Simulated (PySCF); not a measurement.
PySCF job for Zr(F)3(OH) (F3HOZr), SMILES [F][Zr]([OH])([F])[F], multiplicity 1, TDDFT-PBE/def2-SVPD. Geometry: B3LYP-D3(BJ)/def2-SVP. The multiplicity is an assumed one; other spin states were not compared. The def2 effective core potentials stand for the cores of Zr; spin–orbit coupling is left out. One conformer was computed; it need not be the lowest.

```python
import numpy as np
from pyscf import gto, scf, dft, tdscf

mol = gto.M(
    atom='''
    Zr   -0.00000000   -0.00000000   -0.00791209
    F     1.55874345   -0.89994095   -0.65772075
    F    -0.00000002    1.79988190   -0.65772076
    F    -1.55874346   -0.89994097   -0.65772069
    O     0.00000004    0.00000002    1.90171576
    H     0.00000005    0.00000004    2.86121710
    ''',
    basis='def2-SVPD',
    ecp={'Zr': 'def2-svp'},
    charge=0,
    spin=0,
    symmetry=True,
    max_memory=1600,
    verbose=4,
)
mf = dft.RKS(mol, xc='pbe').density_fit(auxbasis='def2-universal-jkfit')
mf.grids.level = 3
mf.conv_tol = 1e-9
mf.max_cycle = 100
mf.kernel()
mf.grids = dft.Grids(mol).set(level=1).build(with_non0tab=True)  # coarser grid for the response kernel
td = tdscf.TDDFT(mf)
td.singlet = True
td.nstates = 10
td.conv_tol = 1e-4
td.positive_eig_threshold = 1e-6
td.kernel(x0=td.get_init_guess(mf, 15))
td.analyze()
tt = tdscf.TDA(mf)
tt.singlet = False
tt.nstates = 4
tt.conv_tol = 1e-4
tt.positive_eig_threshold = 1e-6
tt.kernel(x0=tt.get_init_guess(mf, 9))
tt.analyze(verbose=3)
```

Output:

```
PySCF version 2.14.0

[INPUT] verbose = 4
[INPUT] num. atoms = 6
[INPUT] num. electrons = 48
[INPUT] charge = 0
[INPUT] spin (= nelec alpha-beta = 2S) = 0
[INPUT] symmetry True subgroup None
[INPUT] Mole.unit = angstrom
[INPUT] Symbol           X                Y                Z      unit          X                Y                Z       unit  Magmom
[INPUT]  1 Zr     0.000000000000   0.000000000000  -0.007912090000 AA    0.000000000000   0.000000000000  -0.014951683173 Bohr   0.0
[INPUT]  2 F      1.558743450000  -0.899940950000  -0.657720750000 AA    2.945598218960  -1.700641923781  -1.242912083944 Bohr   0.0
[INPUT]  3 F     -0.000000020000   1.799881900000  -0.657720760000 AA   -0.000000037795   3.401283847562  -1.242912102841 Bohr   0.0
[INPUT]  4 F     -1.558743460000  -0.899940970000  -0.657720690000 AA   -2.945598237857  -1.700641961575  -1.242911970560 Bohr   0.0
[INPUT]  5 O      0.000000040000   0.000000020000   1.901715760000 AA    0.000000075589   0.000000037795   3.593721953169 Bohr   0.0
[INPUT]  6 H      0.000000050000   0.000000040000   2.861217100000 AA    0.000000094486   0.000000075589   5.406916701922 Bohr   0.0

nuclear repulsion = 204.219177715415
point group symmetry = C3v, use subgroup Cs
symmetry origin: [ 2.48648172e-09  4.97296351e-10 -5.47025984e-09]
symmetry axis x: [4.04185643e-09 1.00000000e+00 2.18753584e-08]
symmetry axis y: [ 1.72629505e-08 -2.18753585e-08  1.00000000e+00]
symmetry axis z: [ 1.00000000e+00 -4.04185606e-09 -1.72629505e-08]
num. orbitals of irrep A' = 84
num. orbitals of irrep A" = 50
number of shells = 52
number of NR pGTOs = 202
number of NR cGTOs = 134
basis = def2-SVPD
ecp = {'Zr': 'def2-svp'}


[settings echo left out]
init E= -415.878411785814
HOMO (A") = -0.631265886841659  LUMO (A') = -0.444781344587593  gap/eV = 5.07450
cycle= 1 E= -421.846948802278  delta_E= -5.97  |g|= 1.07  |ddm|=  4.5
HOMO (A") = -0.166930502293272  LUMO (A') = -0.0150768074329797  gap/eV = 4.13215
cycle= 2 E= -421.675577731697  delta_E= 0.171  |g|= 1.43  |ddm|= 2.49
HOMO (A") = -0.342618045282734  LUMO (A") = -0.0497991360717376  gap/eV = 7.96801
cycle= 3 E= -422.09493856198  delta_E= -0.419  |g|= 0.439  |ddm|= 1.27
HOMO (A") = -0.312962845170536  LUMO (A') = -0.0732247476969903  gap/eV = 6.52361
cycle= 4 E= -422.132673610202  delta_E= -0.0377  |g|= 0.0899  |ddm|= 0.373
HOMO (A") = -0.319024838080998  LUMO (A') = -0.0668982057564683  gap/eV = 6.86072
cycle= 5 E= -422.134389121733  delta_E= -0.00172  |g|= 0.0225  |ddm|= 0.0827
HOMO (A") = -0.317153330762034  LUMO (A') = -0.0677764326478362  gap/eV = 6.78589
cycle= 6 E= -422.134457479158  delta_E= -6.84e-05  |g|= 0.0164  |ddm|= 0.0236
HOMO (A") = -0.317084536646334  LUMO (A') = -0.0672792693641247  gap/eV = 6.79755
cycle= 7 E= -422.134506052909  delta_E= -4.86e-05  |g|= 0.00249  |ddm|= 0.013
HOMO (A") = -0.317291689626117  LUMO (A') = -0.0674913943120777  gap/eV = 6.79741
cycle= 8 E= -422.134507234872  delta_E= -1.18e-06  |g|= 0.000605  |ddm|= 0.00218
HOMO (A") = -0.317390200267369  LUMO (A') = -0.0675256517484716  gap/eV = 6.79916
cycle= 9 E= -422.134507315716  delta_E= -8.08e-08  |g|= 6.58e-05  |ddm|= 0.000551
HOMO (A") = -0.31738873857682  LUMO (A') = -0.067524223528281  gap/eV = 6.79916
cycle= 10 E= -422.134507316602  delta_E= -8.86e-10  |g|= 8.02e-06  |ddm|= 6.52e-05
HOMO (A") = -0.31738809882501  LUMO (A') = -0.0675213299630069  gap/eV = 6.79922
Extra cycle  E= -422.134507316581  delta_E= 2.05e-11  |g|= 1.24e-05  |ddm|= 2.47e-05
converged SCF energy = -422.134507316581
tot grids = 31760
Overwritten attributes  positive_eig_threshold  of <class 'pyscf.tdscf.rks.CasidaTDDFT'>


******** <class 'pyscf.tdscf.rks.CasidaTDDFT'> for <class 'pyscf.df.df_jk.DFSymAdaptedRKS'> ********
nstates = 10 singlet
deg_eia_thresh = 1.000e-03
wfnsym = None
conv_tol = 0.0001
eigh lindep = 1e-12
eigh level_shift = 0
eigh max_cycle = 100


Excitation energies (eV)
[6.79504811 6.88159443 6.8816567  7.2395838  7.41495193 7.41498702
 7.61316811 7.61317444 7.96053921 7.96067071]

** Singlet excitation energies and oscillator strengths **
Excited State   1:   A"      6.79505 eV    182.46 nm  f=0.0000
      23 -> 26        0.49978
      24 -> 25       -0.50013
Excited State   2:   A'      6.88159 eV    180.17 nm  f=0.0020
      23 -> 25        0.49866
      24 -> 26       -0.49861
Excited State   3:   A"      6.88166 eV    180.17 nm  f=0.0020
      23 -> 26        0.49881
      24 -> 25        0.49845
Excited State   4:   A'      7.23958 eV    171.26 nm  f=0.0443
      23 -> 25       -0.43500
      23 -> 30        0.24161
      24 -> 26       -0.43503
      24 -> 29        0.24164
Excited State   5:   A'      7.41495 eV    167.21 nm  f=0.0239
      23 -> 27        0.67844
      23 -> 28        0.19579
Excited State   6:   A"      7.41499 eV    167.21 nm  f=0.0239
      24 -> 27        0.67850
      24 -> 28        0.19558
Excited State   7:   A'      7.61317 eV    162.85 nm  f=0.0026
      23 -> 27        0.19579
      23 -> 28       -0.67519
Excited State   8:   A"      7.61317 eV    162.85 nm  f=0.0026
      24 -> 27        0.19559
      24 -> 28       -0.67525
Excited State   9:   A"      7.96054 eV    155.75 nm  f=0.0004
      20 -> 25       -0.33136
      21 -> 26        0.33301
      22 -> 25        0.52026
Excited State  10:   A'      7.96067 eV    155.75 nm  f=0.0004
      20 -> 26       -0.33408
      21 -> 25       -0.33376
      22 -> 26       -0.51805

** Transition electric dipole moments (AU) **
state          X           Y           Z        Dip. S.      Osc.
  1         0.0000      0.0000      0.0000      0.0000      0.0000
  2         0.0000      0.1088     -0.0001      0.0118      0.0020
  3        -0.1086      0.0000     -0.0000      0.0118      0.0020
  4         0.0000     -0.0000      0.5000      0.2500      0.0443
  5         0.0000     -0.3629      0.0000      0.1317      0.0239
  6        -0.3628      0.0000      0.0000      0.1316      0.0239
  7         0.0000      0.1189     -0.0001      0.0141      0.0026
  8         0.1191     -0.0000      0.0000      0.0142      0.0026
  9         0.0443      0.0000      0.0000      0.0020      0.0004
 10        -0.0000      0.0444      0.0000      0.0020      0.0004

WARN: ECP detected. Skipping calculation of transition velocity and magnetic dipole moments, which have not yet been implemented.

Overwritten attributes  positive_eig_threshold  of <class 'pyscf.tdscf.rks.TDA'>


******** <class 'pyscf.tdscf.rks.TDA'> for <class 'pyscf.df.df_jk.DFSymAdaptedRKS'> ********
nstates = 4 triplet
deg_eia_thresh = 1.000e-03
wfnsym = None
conv_tol = 0.0001
eigh lindep = 1e-12
eigh level_shift = 0
eigh max_cycle = 100


Excitation energies (eV)
[6.48053185 6.61042585 6.6108599  6.77470453]

** Triplet excitation energies and oscillator strengths **
Excited State   1:   A'      6.48053 eV    191.32 nm  f=0.0000
Excited State   2:   A'      6.61043 eV    187.56 nm  f=0.0000
Excited State   3:   A"      6.61086 eV    187.55 nm  f=0.0000
Excited State   4:   A"      6.77470 eV    183.01 nm  f=0.0000
```

The run converged.
